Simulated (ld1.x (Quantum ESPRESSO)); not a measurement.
# Logarithmic derivatives: samarium (Sm), ultrasoft

```
Element                 : Sm (Z = 62)
Generator               : ld1.x (Quantum ESPRESSO) 7.5
Type                    : ultrasoft
Functional              : LDA (PZ)
Relativity              : fully relativistic
Frozen core             : [Kr] 4d10
Valence charge          : 16
Reference configuration : 4f6 5s2 5p6 5d0 6s0 6p0 (charge +2)
Partial waves           : 5s (bound): rcut 1.80, rcutus 2.30 bohr; 6s (bound, empty): rcut 1.80, rcutus 2.30 bohr; 5p (bound): rcut 2.15, rcutus 2.85 bohr; 6p (bound, empty): rcut 2.15, rcutus 2.85 bohr; 5d (bound, empty): rcut 1.80, rcutus 2.35 bohr; 5d channel at -0.55 Ry: rcut 1.80, rcutus 2.35 bohr; 4f (bound): rcut 0.60, rcutus 0.75 bohr; 4f channel at -0.7 Ry: rcut 0.60, rcutus 0.75 bohr
Local potential         : all-electron potential smoothed inside 2.55 bohr (lloc = -2)
Core correction         : none
Augmentation charge     : built from norm-conserving waves at rcut, not smoothed further
```

Open shells are filled in proportion to 2j + 1 (rel_dist='average').

The phase is arctan(r·u′/u) with u = r·R(r), unwrapped; energies in Ry, scanned from -6 to 5 Ry. A pole is an energy at which the radial function vanishes at the test radius. The pseudo phase is shifted by a multiple of π to meet the all-electron one at the reference energy, and phase errors are pseudo minus all-electron; the curves can meet again beyond the range given. Levels narrower than the energy grid can be missing from the lists of poles.

| channel | radius (bohr) | reference energy (Ry) | poles, all-electron | poles, pseudo | unbroken range about the reference energy with phases within 0.05 rad | phase error 1 Ry above the reference energy (rad) |
| --- | --- | --- | --- | --- | --- | --- |
| s | 3.09 | -1.01 | -4.13, 1.25 | -4.13, -1.94, 2.67 | not even at the reference energy | +0.441 |
| p1/2 | 3.09 | -0.74 | -2.78, 2.22 | -2.77, 0.69 | not even at the reference energy | +0.809 |
| p3/2 | 3.09 | -0.70 | -2.47, 2.55 | -2.46, -0.07 | not even at the reference energy | -1.158 |
| d3/2 | 3.09 | -1.03 | -0.42, 4.53 | -0.42, 4.57 | the whole range | +0.000 |
| d5/2 | 3.09 | -1.00 | -0.37, 4.61 | -0.37, 4.64 | the whole range | +0.000 |
| f5/2 | 3.09 | -1.20 | -1.17, 2.17 | -1.17, 2.22 | below 3.6 | +0.000 |
| f7/2 | 3.09 | -1.16 | -1.12, 2.19 | -1.12, 2.24 | below 3.7 | +0.000 |

A Bessel basis up to 400 Ry misses an occupied level by 0.68 Ry, so cutoffs and ghosts were not judged.

Phases in the d5/2 channel:

```
E (Ry)  all-electron  pseudo
 -6.00         1.425   1.425
 -5.74         1.421   1.421
 -5.48         1.416   1.416
 -5.22         1.411   1.411
 -4.96         1.406   1.406
 -4.70         1.400   1.400
 -4.44         1.393   1.393
 -4.18         1.385   1.385
 -3.92         1.376   1.376
 -3.66         1.366   1.366
 -3.40         1.354   1.354
 -3.14         1.339   1.339
 -2.88         1.321   1.321
 -2.62         1.297   1.297
 -2.36         1.265   1.265
 -2.10         1.218   1.218
 -1.84         1.139   1.139
 -1.58         0.980   0.980
 -1.32         0.518   0.518
 -1.06        -0.708  -0.708
 -0.80        -1.306  -1.306
 -0.54        -1.501  -1.501
 -0.28        -1.600  -1.600
 -0.02        -1.668  -1.668
  0.24        -1.726  -1.726
  0.50        -1.787  -1.786
  0.76        -1.860  -1.859
  1.02        -1.964  -1.964
  1.28        -2.142  -2.140
  1.54        -2.509  -2.503
  1.80        -3.252  -3.239
  2.06        -3.934  -3.925
  2.32        -4.253  -4.247
  2.58        -4.408  -4.405
  2.84        -4.498  -4.495
  3.10        -4.557  -4.554
  3.36        -4.599  -4.597
  3.62        -4.631  -4.629
  3.88        -4.657  -4.655
  4.14        -4.679  -4.677
  4.40        -4.698  -4.696
  4.66        -4.715  -4.713
  4.92        -4.732  -4.730
```
